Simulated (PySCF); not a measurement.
**Working with the constants of MgIn**

r²SCAN constants of MgIn, ²Π (doublet), unpaired electrons π ↑ (Mg def2-SVPD, In def2-SVPD with ECP28; scalar-relativistic core potentials (PySCF 2.14); masses 23.9850 and 114.9039 u):

- ωe: 167.8 cm⁻¹
- ωexe: 1.28 cm⁻¹
- Be: 0.096383 cm⁻¹
- αe: 0.000852 cm⁻¹
- De to Mg + In: 0.53 eV

Task: What force constant and bond length do these constants imply?

Result: Reduced mass μred = 19.843 u; k = 5.8918×10⁻⁷·μred·ωe² (u, cm⁻¹, mdyn/Å) = 0.329 mdyn/Å; Re = √(16.8576/(μred·Be)) (u, cm⁻¹, Å) = 2.969 Å.

Task: Estimate the centrifugal constant D from the Kratzer relation and find the Dunham coefficient a1.

Result: D = 4Be³/ωe² = 1.27e-07 cm⁻¹; a1 = −1 − αeωe/(6Be²) = -3.56.

These are scalar-relativistic numbers at best; spin–orbit coupling would shift them, the dissociation energy most. The state was picked by a PBE0 search and need not be the measured ground state.
